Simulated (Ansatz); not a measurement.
Start from `C[S][Sn][Br]` and change one atom or group to get `C[S][Sn][O][SiH3]`.

Ansatz, PBE0-D4/def2-TZVP geometries, multiplicity 1. Each molecule was computed in one conformer, which needn't be the lowest.

Elements past krypton have def2 core potentials. Scalar relativity is left out up to krypton. Spin–orbit coupling is left out; it splits and shifts lone-pair levels of the heavy atoms by tenths of an eV.

```tsv
property	`C[S][Sn][Br]`
LUMO energy (ωB97M-V/def2-TZVPP) / eV	-0.95
LUMO energy (PBE0/def2-TZVPP) / eV	-2.64
size of the dipole moment (PBE/def2-TZVPP) / D	1.06
HOMO–LUMO gap (PBE0/def2-TZVPP) / eV	4.55
HOMO–LUMO gap (PBE/def2-TZVPP) / eV	2.92
HOMO energy (ωB97M-V/def2-TZVPP) / eV	-9.19
```

(1) What does the change do to each property? (An estimate is asked.)

Results:

(1) The calculation gave: 
| property | `C[S][Sn][O][SiH3]` | shift |
| --- | --- | --- |
| LUMO energy (ωB97M-V/def2-TZVPP) / eV | -0.63 | 0.32 |
| LUMO energy (PBE0/def2-TZVPP) / eV | -2.31 | 0.33 |
| size of the dipole moment (PBE/def2-TZVPP) / D | 0.49 | -0.57 |
| HOMO–LUMO gap (PBE0/def2-TZVPP) / eV | 4.73 | 0.18 |
| HOMO–LUMO gap (PBE/def2-TZVPP) / eV | 3.01 | 0.09 |
| HOMO energy (ωB97M-V/def2-TZVPP) / eV | -9.07 | 0.12 |

With PBE0 the HOMO rises by 0.15 eV and the LUMO rises by 0.33 eV, so the gap widens by about 0.18 eV. PBE moves the HOMO by 0.20 eV and ωB97M-V by 0.12 eV. Dipoles are sizes alone; their direction can turn.
